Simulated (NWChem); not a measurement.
A series in which one site is exchanged, each optimised at PBE0/def2-SVP with NWChem, gas phase unless a solvent is named. All stand in one matching conformer (torsions within 35°), which need not be the lowest. This build's default masses of Se (78.918 u) and Br (79.917 u) are each other's, which moves their modes by up to 0.6 %.

A: CCOBF (C₂H₆BFO; site = F)
B: CCOBBr (C2H6BBrO; site = Br)
C: CCOBCl (C$_{2}$H$_{6}$BClO; site = Cl)
D: O(CC)B (C2H7BO; site = H)

Values for A:

```
Item                                              Value
------------------------------------------------  -----
orbital gap (eV), PBE0/def2-SVP                    9.87
highest harmonic frequency (cm⁻¹), PBE0/def2-SVP   3169
static polarisability, PBE0/def2-SVPD (bohr³)      44.5
```

How do these values change for the other members?


```tsv
change from A	B	C	D
orbital gap (eV), PBE0/def2-SVP	-2.16	-1.30	-1.56
highest harmonic frequency (cm⁻¹), PBE0/def2-SVP	+3	+2	0
static polarisability, PBE0/def2-SVPD (bohr³)	+22.4	+14.4	+1.5
```
